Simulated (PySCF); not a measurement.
An unknown gives this computed stick spectrum. The calculation used TDDFT PBE0/def2-SVPD, vertical, gas phase, core orbitals frozen in the response (PySCF 2.14.0, density-fitted response routines). Geometries: GFN2-xTB, one conformer each.

| state | E (eV) | λ (nm) | f |
| --- | --- | --- | --- |
| S1 | 3.89 | 318.6 | 0.0077 |
| S2 | 4.65 | 266.7 | 0.0000 |
| S3 | 4.98 | 249.0 | 0.018 |
| S4 | 5.20 | 238.6 | 0.0092 |
| S5 | 5.51 | 225.0 | 0.084 |
| S6 | 6.04 | 205.4 | 0.0000 |
| S7 | 6.11 | 203.0 | 0.0000 |
| S8 | 6.33 | 195.8 | 0.184 |

Triplets computed (Tamm–Dancoff): 3.23, 3.45, 4.06 eV.

Orbital energies (eV): HOMO-3 -8.64, HOMO-2 -8.19, HOMO-1 -8.08, HOMO -7.43, LUMO -2.09, LUMO+1 -1.09, LUMO+2 0.86.

Question: Which structure fits?
A. `c1(nccs1)C`
B. `C1=CP=CC=N1`
C. `CC[C@H](CN)CF`

Answer: B. Its S1, at 3.89 eV, is the lowest among the candidates; the nearest of the others has S1 at 5.42 eV. S1 is HOMO→LUMO (99%). Löwdin shares by element: HOMO nitrogen 43%, carbon 20% or more, phosphorus 15% (atoms not listed hold the other 22%); LUMO phosphorus 39%, carbon 30% or more, nitrogen 17%. At the same level the other candidates give, for their lowest levels:
- `CC[C@H](CN)CF`: 6.30 eV (f 0.009); 7.12 eV (f 0.005); 7.24 eV (f 0.010); 7.50 eV (f 0.041); 8.10 eV (f 0.009); T1 6.01 eV; HOMO -7.08, LUMO 0.64 eV
- `Cc1nccs1`: 5.42 eV (f 0.000); 5.56 eV (f 0.099); 5.81 eV (f 0.000); 6.40 eV (f 0.046); 6.63 eV (f 0.000); T1 3.73 eV; HOMO -7.02, LUMO -0.73 eV
